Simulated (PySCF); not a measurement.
Basis and Hamiltonian dependence of the ionisation energy of S⁺

S⁺ [Ne] 3s2 3p3 (4S) → S²⁺ [Ne] 3s2 3p2 (3P). All values are computed (PySCF 2.14, energy differences of UHF-based or UKS calculations, no spin-orbit coupling). Values in eV.

```csv
basis,Hamiltonian,functions,UHF,LDA,PBE0,MP2 (valence),CCSD(T) (valence),CCSD(T) (valence and next inner shell)
cc-pVDZ-DK,spin-free X2C,18,22.740,23.426,n/a,23.160,23.082,n/a
jorge-DZP-DKH,spin-free X2C,24,22.721,n/a,n/a,23.166,23.089,n/a
Sapporo-DZP-2012,spin-free X2C,27,22.768,n/a,n/a,23.248,23.182,n/a
x2c-TZVPall,spin-free X2C,37,22.706,n/a,n/a,23.310,23.284,n/a
def2-TZVP,non-relativistic,37,22.720,23.405,n/a,23.323,23.295,n/a
aug-cc-pVTZ-DK,spin-free X2C,50,22.713,23.388,23.377,23.330,n/a,n/a
dyall-av2z,non-relativistic,50,22.726,23.402,23.376,23.198,n/a,n/a
def2-TZVPPD,non-relativistic,51,22.716,23.402,23.384,23.333,23.303,23.305
aug-cc-pwCVTZ,non-relativistic,75,22.718,23.400,23.387,23.345,23.316,23.336
aug-cc-pVQZ-DK,spin-free X2C,84,22.714,23.398,23.376,23.374,23.343,n/a
dyall-av3z,spin-free X2C,84,22.718,23.396,23.374,23.338,23.308,n/a
"aug-cc-pCVTZ-DK with one added diffuse shell each of s, p, d, f type",spin-free X2C,91,22.708,23.388,23.375,23.332,23.304,23.319
aug-cc-pwCVQZ,non-relativistic,134,22.722,23.405,23.382,23.390,n/a,n/a
```

Estimate the row for x2c-TZVPPall (spin-free X2C, 42 functions).

From the rows with the same Hamiltonian and similar size; the calculation gives UHF 22.70; LDA 23.39; PBE0 23.38; MP2 (valence) 23.32; CCSD(T) (valence and next inner shell) 23.29 (eV).

Extrapolation of MP2 (valence) from aug-cc-pVTZ-DK and aug-cc-pVQZ-DK: the correlation parts are 0.617 and 0.661 eV; with the X⁻³ form and unrounded values, (4³ × 0.661 − 3³ × 0.617)/(4³ − 3³) = 0.692 eV, and adding the Hartree-Fock value 22.714 eV of the larger basis gives 23.406 eV.

Extrapolation of MP2 (valence) from aug-cc-pwCVTZ and aug-cc-pwCVQZ: the correlation parts are 0.627 and 0.668 eV; with the X⁻³ form and unrounded values, (4³ × 0.668 − 3³ × 0.627)/(4³ − 3³) = 0.699 eV, and adding the Hartree-Fock value 22.722 eV of the larger basis gives 23.421 eV.

Frozen in the all-electron rows: valence: [Ne]; valence and next inner shell: 1s2.

Between the lowest levels the reference is 23.338 eV (measured; NIST Atomic Spectra Database, ionization energies); it includes spin-orbit coupling, which these numbers lack.
